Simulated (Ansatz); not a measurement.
One change: `[OH][SbH][SiH3]` becomes `[SiH3][SbH2]`.

Ansatz, PBE0-D4/def2-TZVP geometries, multiplicity 1. Each molecule was computed in one conformer, which needn't be the lowest.

Elements past krypton have def2 core potentials.

```
                                      property  `[OH][SbH][SiH3]`
       HOMO–LUMO gap (ωB97M-V/def2-TZVPP) / eV               9.42
           LUMO energy (B3LYP/def2-TZVPP) / eV              -1.56
         LUMO energy (ωB97M-V/def2-TZVPP) / eV               0.38
size of the dipole moment (PBE/def2-TZVPP) / D               1.55
            HOMO energy (PBE0/def2-TZVPP) / eV              -7.04
           HOMO energy (B3LYP/def2-TZVPP) / eV              -6.86
```

Task: What does the change do to each property? (An estimate is asked.)

Result: Computed: 
| property | `[SiH3][SbH2]` | shift |
| --- | --- | --- |
| HOMO–LUMO gap (ωB97M-V/def2-TZVPP) / eV | 10.34 | 0.92 |
| LUMO energy (B3LYP/def2-TZVPP) / eV | -0.69 | 0.87 |
| LUMO energy (ωB97M-V/def2-TZVPP) / eV | 1.10 | 0.72 |
| size of the dipole moment (PBE/def2-TZVPP) / D | 0.23 | -1.32 |
| HOMO energy (PBE0/def2-TZVPP) / eV | -7.25 | -0.21 |
| HOMO energy (B3LYP/def2-TZVPP) / eV | -7.07 | -0.21 |

With PBE0 the HOMO falls by 0.21 eV and the LUMO rises by 0.87 eV, so the gap widens by about 1.08 eV. PBE moves the HOMO by -0.26 eV and ωB97M-V by -0.20 eV. The zero-point energy changes by -17.7 kJ/mol with -3 modes. Dipoles are sizes alone; their direction can turn.

B3LYP here is the variant with VWN-RPA as its local correlation; programs differ in this.

Spin–orbit coupling is left out; it splits and shifts lone-pair levels of the heavy atoms by tenths of an eV.
